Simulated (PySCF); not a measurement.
## Bond curve of PbI

Set-up: basis Pb cc-pVTZ-PP with ECP60, I cc-pVTZ-PP with ECP28; scalar-relativistic core potentials; PySCF 2.14. Energies in eV from Pb + I in their ground configurations at the same level. State: ²Π (doublet), unpaired electrons π ↑.

```tsv
R (Å)	PBE0
2.414	-1.972
2.526	-2.549
2.639	-2.858
2.723	-2.964
2.807	-2.994
2.891	-2.967
3.003	-2.867
3.144	-2.678
3.312	-2.400
3.537	-2.005
```

Put a parabola through the three lowest points of the PBE0 curve and estimate Re, k and ωe (reduced mass 78.81 u; 1 eV/Å² = 0.16022 mdyn/Å; ωe = 1302.8·√(k/μ) cm⁻¹).

Through R = 2.723, 2.807, 2.891 Å the second-order coefficient is 4.04 eV/Å², so Re ≈ 2.809 Å, k ≈ 1.29 mdyn/Å and ωe ≈ 167 cm⁻¹. A polynomial fit of higher order to the unrounded PBE0 energies gives Re = 2.804 Å, k = 1.30 mdyn/Å, ωe = 167 cm⁻¹; anharmonicity and rounding make the difference.

The higher-order fit for each curve: PBE0: Re = 2.804 Å, ωe = 167 cm⁻¹, De = 2.99 eV.

Spin–orbit coupling is left out, which matters for elements this heavy, above all for dissociation energies. The state was picked by a PBE0 search and need not be the measured ground state.
